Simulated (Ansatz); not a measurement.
`[ZnH][Br]` + `C/C=C\F` → `C/C=[C](/F)[ZnH]` + HBr  (formal exchange of groups at a Zn–Br bond)

Computed with Ansatz on PBE0-D4/def2-TZVP structures; ΔE is electronic, products minus reactants. CBS: MP2 limit from def2 TZ/QZ plus the TZ coupled-cluster correction, frozen cores. Double bonds are as drawn, so ΔE can hold a change between cis and trans. DFT in def2-TZVPP. For Br, Zn outer-core shells are correlated without core-valence functions, which leaves a few kJ/mol of doubt a bond. Scalar relativity is left out up to krypton.

CCSD(T)/CBS gives +174.5 kJ/mol.

Q: Another level gave +171.7 kJ/mol. Which?
A. PBE-D4/def2-TZVPP
B. HF/def2-TZVPP
C. r2SCAN/def2-TZVPP
D. MP2/def2-TZVPP

A: C. r2SCAN 171.7, MP2/def2-TZVPP 167.0, HF/def2-TZVPP 210.4, PBE-D4 159.6 kJ/mol.

Largest T1 diagnostic among the species: 0.014.

In def2-TZVPP, CCSD(T) changes the Hartree–Fock value by −44.0 kJ/mol (the triples alone add −6.2 kJ/mol) and MP2 by −43.4 kJ/mol. The D4 term adds −5.0 kJ/mol with B3LYP and −2.8 kJ/mol with PBE0; it sums over pairs of atoms, weighted by their polarisabilities, and B3LYP, whose exchange is more repulsive, gets the larger term.

B3LYP here is the variant with VWN-RPA as its local correlation; programs differ in this.
